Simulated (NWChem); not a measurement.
System: MgICl; SMILES [Cl][Mg][I]

The following NWChem deck was run.

```
start job
memory heap 200 mb stack 900 mb global 1100 mb
geometry units angstroms noautosym nocenter noautoz
  Mg     0.049463     1.179432     0.000000
  Cl     0.013440     3.375467     0.000000
  I      0.090750    -1.365947     0.000000
end
basis spherical
  * library def2-svpd
end
ecp
  I library def2-ecp
end
dft
  xc pbe0
  iterations 150
end
property
  response 1 0.0773
end
task dft property
```

All runs use the structure optimised with PBE0/def2-SVP. def2 effective core potentials on I; no spin-orbit coupling.

Field at 589 nm.

### Question
What results follow from this input? (PBE0/def2-SVPD with def2 effective core potentials on I.) Quantities: isotropic polarisability (bohr³); anisotropy (bohr³).

### Answer
```
Quantity                          Result
--------------------------------  ------
isotropic polarisability (bohr³)    77.7
anisotropy (bohr³)                  35.0
```
